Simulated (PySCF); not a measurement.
Ba(Cl)2 anion (BaCl2), SMILES [Cl][Ba][Cl] (connectivity only; charge and spin as stated), charge -1, multiplicity 2. Atoms are numbered in the order given.

```xyz
3

Ba     0.0000     0.0000     0.0000
Cl     0.0000     0.0000    -2.8788
Cl     0.0000     0.0000     2.8788
```
Charge -1, spin multiplicity 2.

Geometry: PBE0-D3(BJ)/def2-SVPD. A frequency run showed that this geometry is not a minimum. The multiplicity is an assumed one; other spin states were not compared. The isomer is the one that the SMILES or the coordinates give; other isomers of the formula were not compared. The def2 effective core potentials stand for the cores of Ba; spin–orbit coupling is left out.

Computed with r2SCAN/def2-TZVPD (PySCF).

 A positive occupied level means that this level leaves the electron formally unbound; only the finite basis holds it.

```yaml
total_energy: -946.08078 hartree
point_group: D∞h
"α spin, highest occupied and lowest empty level": 0.57 and 1.94 eV
"β spin, highest occupied and lowest empty level": -2.69 and 1.52 eV
dipole_moment_about_the_centre_of_nuclear_charge: 0.00 D
mean_static_polarisability: 404.0 bohr³ (59.86 Å³)
polarisability_principal_values: 203.9, 504.0, 504.0 bohr³
"⟨S²⟩": 0.751 (pure state 0.75)
```
